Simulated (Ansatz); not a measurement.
Harmonic frequencies (cm⁻¹) at PBE0-D4/def2-TZVP from Ansatz: 146, 198, 234, 257, 309, 379, 422, 583, 606, 703, 745, 1014, 1053, 3606, 3610.

Each molecule was computed in one conformer, which needn't be the lowest.

Which molecule is it?
A. `[NH]=[Mo](=[NH])([F])[Cl]`
B. `[CH3][Mo](=[S])(=[S])[Cl]`
C. `[NH2][Mo]([F])(=[S])=[S]`
D. `[OH][Mo]([Cl])([Cl])([Cl])([Cl])[Cl]`

A.
